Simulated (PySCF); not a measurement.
## Dipole polarisabilities along group 6, charge +2

Calculated with PySCF 2.14 for the ground configurations, without spin-orbit coupling: coupled response for Hartree-Fock and DFT. Mean α in bohr³, C₆ of like pairs in atomic units.

| species | α UHF | α PBE | α PBE0 | C₆ UHF | C₆ PBE | C₆ PBE0 |
| --- | --- | --- | --- | --- | --- | --- |
| Cr²⁺ [Ar] 3d4 (x2c-TZVPPall with one added diffuse shell each of s, p, d, f type, spin-free X2C) | 3.624 | 4.653 | 4.265 | 10.66 | 13.70 | 12.55 |
| Mo²⁺ [Kr] 4d4 (x2c-TZVPPall with one added diffuse shell each of s, p, d, f type, spin-free X2C) | 9.142 | 10.33 | 9.824 | 48.38 | 54.83 | 52.05 |
| W²⁺ [Xe] 4f14 5d4 (x2c-TZVPPall with one added diffuse shell each of s, p, d, f type, spin-free X2C) | 12.32 | 13.98 | 13.22 | 73.76 | 84.08 | 79.32 |
